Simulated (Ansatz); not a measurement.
| atom | x (Å) | y (Å) | z (Å) |
| --- | --- | --- | --- |
| H | -0.9452 | -0.9236 | -0.9369 |
| Li | -0.9095 | -0.9438 | 0.9099 |
| Li | -0.9351 | 0.9527 | -0.9060 |
| H | -0.9509 | 0.9481 | 0.9058 |
| Li | 0.9456 | -0.9569 | -0.9085 |
| H | 0.9287 | -0.9467 | 0.9476 |
| H | 0.9554 | 0.9272 | -0.9450 |
| Li | 0.9110 | 0.9430 | 0.9330 |

Basis set: cc-pVDZ (spherical functions). All electrons are correlated. Charge 0, multiplicity 1.

Computed with Ansatz (development build ahead of 0.2.0); each method stands on the lowest determinant of its kind that the runs found. Restricted open shells among the atoms or ions are ROHF, correlated in semicanonical orbitals with singles.

**Question.** Give the atomization energy at this shape (free ground-state atoms in the same class of orbitals less the molecule, no zero-point energy) of singlet Li₄H₄ by RHF-MP2, RHF.

**Answer.**

```
 method  atomization energy
RHF-MP2            14.33 eV
    RHF            11.38 eV
```
